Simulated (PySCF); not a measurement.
BI2, SMILES I[B]I, doublet (PBE0/def2-SVP optimised geometry):

```
3

I     -1.697     0.822     0.000
B     -0.399    -0.822     0.000
I      1.697    -0.822     0.000
```

Calculation: unrestricted PBE0/def2-TZVP, def2 effective core potentials past Kr (PySCF).

Q: What are the frontier orbital energies (α orbitals alone; a β orbital can be the lowest empty one) and the dipole moment?

A: HOMO-2 -8.11 eV, HOMO-1 -7.91 eV, HOMO -6.05 eV, LUMO -2.55 eV, LUMO+1 -0.43 eV; dipole moment 0.59 D.

On the same geometry unrestricted PBE/def2-TZVP, def2 effective core potentials past Kr (PySCF) gives HOMO-2 -7.06 eV, HOMO-1 -6.79 eV, HOMO -4.87 eV, LUMO -3.34 eV, LUMO+1 -1.27 eV; dipole moment 0.71 D.
